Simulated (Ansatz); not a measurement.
`CB(F)[SeH]` + `C=N` → `C=NB(C)F` + H₂Se  (ligand exchange at a B–Se bond)

Calculated with Ansatz (gas phase, PBE0-D4/def2-TZVP geometries, no zero-point term in ΔE). CBS: MP2 limit from def2 TZ/QZ plus the TZ coupled-cluster correction, frozen cores. This one scheme is used for every species. DFT in def2-TZVPP. For Se outer-core shells are correlated without core-valence functions, which leaves a few kJ/mol of doubt a bond. Scalar relativity is left out up to krypton. One conformer a species, not always the lowest.

| level | ΔE (kJ/mol) | difference from CCSD(T)/CBS |
| --- | --- | --- |
| BHLYP-D4 | -20.8 | -12.2 |
| CAM-B3LYP-D4 | -25.3 | -16.7 |
| r2SCAN | -16.6 | -8.0 |
| CAM-B3LYP | -26.2 | -17.6 |
| LC-ωPBE | -17.8 | -9.2 |
| RPA@PBE/def2-TZVPP | -4.3 | 4.3 |
| HF/def2-TZVPP | -18.9 | -10.3 |
| CCSD/def2-TZVPP | -10.6 | -2.0 |
| HF/def2-QZVPP | -19.8 | -11.2 |
| CCSD/CBS(def2) | -10.5 | -1.9 |
| CCSD(T)/CBS | -8.6 | 0 |

Largest T1 diagnostic among the species: 0.013.

In def2-TZVPP, CCSD(T) changes the Hartree–Fock value by +10.2 kJ/mol (the triples alone add +1.9 kJ/mol) and MP2 by +11.8 kJ/mol. Leaving LDA and LC-ωPBE aside and taking each functional with its dispersion term where it has one, the values, not all of them listed here, spread over 14.0 kJ/mol, from CAM-B3LYP-D4 to PBE-QIDH. LDA lies −11.4 kJ/mol from PBE without D4. At CCSD(T), def2-SVP lies −15.4 kJ/mol from the extrapolated value and def2-TZVPP −0.1 kJ/mol.
